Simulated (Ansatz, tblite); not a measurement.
Removing and adding an electron: AlCl₃. Charge 0, multiplicity 1. Geometry: B3LYP-D4/def2-TZVP. Ansatz, gas phase; energy differences of separate SCF runs; the oxidised species was run as a doublet alone; the reduced species was run as a doublet alone.

```xyz
4

Al    0.0000    0.0000    0.0000
Cl   -1.0176   -1.6019   -0.8454
Cl    2.0636    0.1401   -0.1965
Cl   -1.0460    1.4618    1.0419
```

The xTB rows come from tblite. Correlated methods freeze 20 core orbitals. In CCSD on the charge 1 doublet the largest single amplitude is 0.41, so its Hartree–Fock determinant may place the open shell otherwise than the density functionals do. The structure comes from a short search, and lower isomers may exist.

```
              level  −HOMO (eV)  vertical IE (eV)  −LUMO (eV)  vertical EA (eV)  HOMO–LUMO gap (eV)  IE − EA (eV)                        remarks
   PBE-D4/def2-TZVP        7.96             10.86        2.18                 –                5.77             –                              –
  PBE-D4/def2-TZVPD        8.02                 –        2.35              0.34                5.67             –   HOMO above zero (-1 doublet)
r2SCAN-D4/def2-TZVP        8.34             11.15        1.75                 –                6.59             –                              –
 PBE0-D4/def2-TZVPD        9.42                 –        1.55              0.21                7.88             –   HOMO above zero (-1 doublet)
    CCSD/def2-TZVPP           –             12.10           –                 –                   –             –  large T1 (0.063) (+1 doublet)
```

**Question.** Estimate the rows for GFN1-xTB, GFN2-xTB, r2SCAN-D4/def2-TZVPD, PBE0-D4/def2-TZVP, CCSD(T)/def2-TZVPP.

**Answer.** 
```csv
level,−HOMO (eV),vertical IE (eV),−LUMO (eV),vertical EA (eV),HOMO–LUMO gap (eV),IE − EA (eV),remarks
GFN1-xTB,13.10,15.54,7.98,5.38,5.12,10.17,–
GFN2-xTB,12.06,14.87,7.76,5.13,4.31,9.74,–
r2SCAN-D4/def2-TZVPD,8.36,–,1.87,0.15,6.49,–,HOMO above zero (-1 doublet)
PBE0-D4/def2-TZVP,9.38,11.43,1.33,–,8.05,–,–
CCSD(T)/def2-TZVPP,–,12.02,–,–,–,–,large T1 (0.063) (+1 doublet)
```

Run but left out: HF/def2-TZVPP, MP2/def2-TZVPP (charge +1 doublet: a determinant that CCSD turns far, T1 0.063).   A HOMO above zero means that the electron is unbound at that level or that self-interaction error raises the level; the energy of removing that electron tells which. Raw xTB energy differences between charge states are shifted by several eV; the methods need an empirical correction for them.
